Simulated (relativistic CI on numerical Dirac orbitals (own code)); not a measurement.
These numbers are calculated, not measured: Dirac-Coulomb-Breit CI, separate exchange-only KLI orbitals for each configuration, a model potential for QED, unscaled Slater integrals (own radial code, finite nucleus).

Configuration list (outside the closed core [Ne]): 3s²3p⁵, 3s3p⁶, 3s²3p⁴3d, 3s3p⁵3d, 3p⁶3d, 3s3p⁴3d², 3s²3p³3d4p, 3p⁶4s, 3s3p⁴3d4s, 3s²3p⁴4s, 3p⁶4p, 3s²3p⁴4p, 3s²3p⁴4d, 3p⁵3d4p, 3s3p⁵4s, 3s²3p⁴4f, 3s3p⁵4p, 3s3p⁵4d, 3s3p⁵4f, 3s²3p⁴5s, 3s²3p⁴5p, 3s²3p³4s4p, 3s²3p⁴5d, 3s²3p⁴5f, 3s²3p⁴5g, 3s3p⁴4s², 3s3p⁵5s, 3s3p⁵5p, 3s²3p³3d², 3s²3p²3d³, 3s3p³3d³, 3s²3p²3d²4s, 3s²3p²3d²4p, 3s²3p²3d²4d, 3p⁵3d², 3p⁴3d³, 3p⁴3d²4s, 3p⁴3d²4p, 3p⁴3d²4d, 3s²3p³3d4s, 3s3p³3d²4s, 3s²3p²3d4s², 3s²3p²3d4s4p, 3s²3p²3d4s4d, 3p⁵3d4s, 3p⁴3d4s², 3p⁴3d4s4p, 3p⁴3d4s4d, 3s²3p³4s², 3s3p³3d4s², 3s²3p²4s²4p, 3s²3p²4s²4d, 3s²3p³4p², 3s²3p²3d4p², 3s3p³3d4p², 3s²3p²4s4p², 3s²3p²4p³, 3s²3p²4p²4d. Double excitations out of closed p, d and f shells are left out; levels of such configurations are missing from the list, as are those of other unlisted configurations, and high levels can miss mixing partners. These lack a partner that the ground configuration has and come out too high: 3s²3p⁴4f, 3s3p⁵4p, 3s3p⁵4d, 3s3p⁵4f, 3s²3p⁴5s.

At this charge energies of transitions that change n are usually good to better than 1 %, and those within a shell (Δn = 0) to a few per cent.

Outline of the computed level scheme of Ho LI. Lowest level of each configuration: 3s²3p⁵ ²P°3/2 at 0.000 eV; 3s²3p⁴3d ⁴D3/2 at 207.509 eV; 3s3p⁶ ²S1/2 at 383.427 eV; 3s²3p³3d² ⁴F°3/2 at 427.653 eV.

Some strong electric-dipole decays among the lowest 45 levels: 3s²3p⁴3d ²S1/2 → 3s²3p⁵ ²P°3/2 (3.4e+12 s⁻¹); 3s²3p⁴3d ²D5/2 → 3s²3p⁵ ²P°3/2 (1.8e+12 s⁻¹); 3s²3p⁴3d ²P3/2 → 3s²3p⁵ ²P°3/2 (1.7e+12 s⁻¹); 3s3p⁶ ²S1/2 → 3s²3p⁵ ²P°3/2 (6.7e+11 s⁻¹); 3s²3p⁴3d ²D3/2 → 3s²3p⁵ ²P°1/2 (5.3e+11 s⁻¹); 3s²3p⁴3d ²D5/2 → 3s²3p⁵ ²P°3/2 (4.4e+11 s⁻¹); 3s²3p³3d² ²G°9/2 → 3s²3p⁴3d ²F7/2 (4.4e+11 s⁻¹); 3s²3p⁴3d ²P3/2 → 3s²3p⁵ ²P°3/2 (3.3e+11 s⁻¹).

LS names give the leading component of a level, which can be under half, so a name can repeat, a term be missing and a line seem to break the LS rules.
